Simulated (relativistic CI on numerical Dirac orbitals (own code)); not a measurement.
**What each ingredient does to the levels of Eu8+**

Base calculation: Dirac-Coulomb-Breit CI, separate exchange-only KLI orbitals for each configuration, a model potential for QED, unscaled Slater integrals.

CI space (outside the closed core [Kr] 4d10): 4f⁵5s²5p², 4f³5s²5p⁴, 4f⁷5s², 4f⁴5s5p⁴, 4f³5s²5p³6s, 4f³5s²5p²6s², 4f⁴5s²5p6s². The list is cut by size and lacks configurations that can hold low levels.

Variants: (1) Breit term removed; (2) only the first 3 configurations. Shifts of the energy above 4f⁵5s²5p² ⁸I°5/2, in cm⁻¹, for the lowest level and the first level of each name with at least 55 % of one term (blank where a level changes its place among those of its configuration and J or its character, or is not in the variant):

```
            Level     Base     Δ(1)   Δ(2)
 4f⁵5s²5p² ⁸I°5/2      0.0      0.0    0.0
 4f³5s²5p⁴ ⁶H°5/2   8653.5  -2902.1  +10.1
 4f⁵5s²5p² ⁸G°1/2   9374.4   +250.7   -0.2
 4f⁵5s²5p² ⁸G°3/2   9839.5   +259.3   -0.2
4f³5s²5p⁴ ⁶K°19/2  22725.8  -1754.2  +10.1
 4f⁵5s²5p² ⁸H°3/2  25585.6   +185.5    0.0
 4f³5s²5p⁴ ⁶D°1/2  26596.2  -2923.2  +10.1
 4f⁵5s²5p² ⁸H°5/2  27796.5            +0.4
 4f³5s²5p⁴ ⁶F°1/2  31814.2  -2747.3  +10.2
 4f³5s²5p⁴ ⁶P°7/2  32777.5            +9.4
```

At this charge configurations can still be misplaced by up to about 7 % of their energy. Terms inside the open d or f shell come out 10 to 20 % too wide with unscaled integrals. Levels and lines within the n = 5 or 6 shells can be off by up to 10 % or somewhat more, and those that change n by about 2 %, since core polarisation is missing. Levels that differ in their count of f electrons can be misplaced by several ten thousand cm⁻¹, since the correlation energy of f electrons is missing or only estimated; rates across such gaps can be off by orders of magnitude.

LS names give the leading component of a level, which can be under half, so a name can repeat, a term be missing and a line seem to break the LS rules.
